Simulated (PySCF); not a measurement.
**Shapes and spin states of VCl₂**

Method: PySCF, PBE0, basis V def2-SVP, Cl def2-SVP (no relativity, density fitting).

Relaxations began from a few typed shapes and spin states; open shells are unrestricted. The search is not exhaustive: other isomers or separated fragments can lie lower, and high-lying points may rest on an excited occupation.

Q: Which is the lowest minimum found?
A. broken-symmetry Ms = 1/2 (⟨S²⟩ 1.73) D∞h: V–Cl 2.184 Å (×2); Cl–V–Cl 180.0°
B. quartet D∞h: V–Cl 2.195 Å (×2); Cl–V–Cl 180.0°

A: B. The others lie at 84.7 (broken-symmetry Ms = 1/2 D∞h) kJ/mol above it.

Formally V is in oxidation state +2, d3, with 3 unpaired electrons (the high-spin count). The Mulliken spin on V is 3.19. The polar-tensor charge on V, 1.29, is below the formal one.

For the lowest minimum: other spin states or occupations of the open shell can lie lower.

The electron or spin density has lower symmetry than the nuclear frame for the broken-symmetry Ms = 1/2 (⟨S²⟩ 1.73) D∞h at 84.7 kJ/mol.
